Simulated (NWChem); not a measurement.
System: CsCl; SMILES [Cs][Cl]

Here is an NWChem input.

```
start job
memory heap 200 mb stack 700 mb global 900 mb
geometry units angstroms noautosym nocenter noautoz
  Cs     0.000000     0.000000    -0.707842
  Cl     0.000000     0.000000     2.228375
end
basis spherical
  * library def2-svpd
end
ecp
  Cs library def2-ecp
end
dft
  xc hfexch
  iterations 150
end
tddft
  nroots 8
  notriplet
end
task tddft energy
```

NWChem printed, in part:

```
             Northwest Computational Chemistry Package (NWChem) 7.3.0
             --------------------------------------------------------

                             Geometry "geometry" -> ""
                             -------------------------

 Output coordinates in angstroms (scale by  1.889725989 to convert to a.u.)

  No.       Tag          Charge          X              Y              Z
 ---- ---------------- ---------- -------------- -------------- --------------
    1 Cs                  55.0000     0.00000000     0.00000000    -0.70784200
    2 Cl                  17.0000     0.00000000     0.00000000     2.22837500

 Effective nuclear repulsion energy (a.u.)     168.5095917007

 Summary of "ao basis" -> "ao basis" (spherical)
 ------------------------------------------------------------------------------
       Tag                 Description            Shells   Functions and Types
 ---------------- ------------------------------  ------  ---------------------
 Cs                        def2-svpd                11       27   5s4p2d
 Cl                        def2-svpd                11       27   5s4p2d

            General Information
            -------------------
          SCF calculation type: DFT
          Wavefunction type:  closed shell.
          No. of atoms     :     2
          No. of electrons :    26
           Alpha electrons :    13
            Beta electrons :    13
          Charge           :     0
          Spin multiplicity:     1
          Use of symmetry is: off; symmetry adaption is: off
          Maximum number of iterations: 150
          AO basis - number of functions:    54
                     number of shells:    22
          Convergence on energy requested:  1.00D-06
          Convergence on density requested:  1.00D-05
          Convergence on gradient requested:  5.00D-04

              XC Information
              --------------
                     Hartree-Fock (Exact) Exchange  1.000

      Superposition of Atomic Density Guess
      -------------------------------------

 Sum of atomic energies:        -481.93726800

      Non-variational initial energy
      ------------------------------

 Total energy =    -479.056607
 1-e energy   =    -722.144192
 2-e energy   =     215.513288
 HOMO         =      -0.434323
 LUMO         =      -0.045494

[...]

                                NWChem TDDFT Module
                                -------------------

            General Information
            -------------------
           No. of orbitals :     108
            Alpha orbitals :      54
             Beta orbitals :      54
        Alpha frozen cores :       0
         Beta frozen cores :       0
     Alpha frozen virtuals :       0
      Beta frozen virtuals :       0
         Spin multiplicity :       1
    Number of AO functions :      54
        Use of symmetry is : off
      Symmetry adaption is : off
         Schwarz screening :  0.10D-07

              XC Information
              --------------
              Hartree-Fock (Exact) Exchange   1.00

             TDDFT Information
             -----------------
          Calculation type : TDHF
         Wavefunction type : Restricted singlets
          No. of electrons :      26
           Alpha electrons :      13
            Beta electrons :      13
              No. of roots :       8
          Max subspacesize :    5600
            Max iterations :     100
               Target root :       1
           Target symmetry : none
      Symmetry restriction : off
                 Algorithm : Optimal
        Davidson threshold :  0.10D-03

    8 smallest eigenvalue differences (eV)
--------------------------------------------------------
  No. Spin  Occ  Vir  Irrep   E(Occ)    E(Vir)   E(Diff)
--------------------------------------------------------
    1    1   13   14 a        -0.330    -0.008     8.756
    2    1   12   14 a        -0.330    -0.008     8.756
    3    1   11   14 a        -0.333    -0.008     8.840
    4    1   13   15 a        -0.330     0.006     9.150
    5    1   13   16 a        -0.330     0.006     9.150
    6    1   12   15 a        -0.330     0.006     9.150
    7    1   12   16 a        -0.330     0.006     9.150
    8    1   11   15 a        -0.333     0.006     9.234
--------------------------------------------------------

  Entering Davidson iterations
  Restricted singlet excited states

  Iter   NTrls   NConv    DeltaV     DeltaE      Time
  ----  ------  ------  ---------  ---------  ---------
    1      8       0     0.42E-01   0.10+100        2.6
    2     24       0     0.23E-01   0.25E-01        2.8
    3     40       0     0.14E-01   0.35E-02        2.9
    4     56       0     0.71E-02   0.54E-03        2.8
    5     72       0     0.22E-02   0.13E-03        2.8
    6     88       1     0.85E-03   0.53E-05        2.8
    7    102       3     0.28E-03   0.90E-06        2.9
    8    112       8     0.84E-04   0.40E-07        2.8
  ----  ------  ------  ---------  ---------  ---------
  Convergence criterion met

  Ground state a        -479.306019921937 a.u.

  ----------------------------------------------------------------------------
  Root   1 singlet a              0.212892073 a.u.                5.7931 eV
  ----------------------------------------------------------------------------
     Transition Moments    X  0.33217   Y  0.25974   Z -0.00000
     Dipole Oscillator Strength                    0.0252352306
     Electric Quadrupole                           0.0000001719
     Magnetic Dipole                               0.0000006122
     Total Oscillator Strength                     0.0252360146

[...]
```

Level: Hartree-Fock/def2-SVPD with def2 effective core potentials on Cs, TDHF. All runs use the structure optimised with PBE0/def2-SVP. def2 effective core potentials on Cs; no spin-orbit coupling.
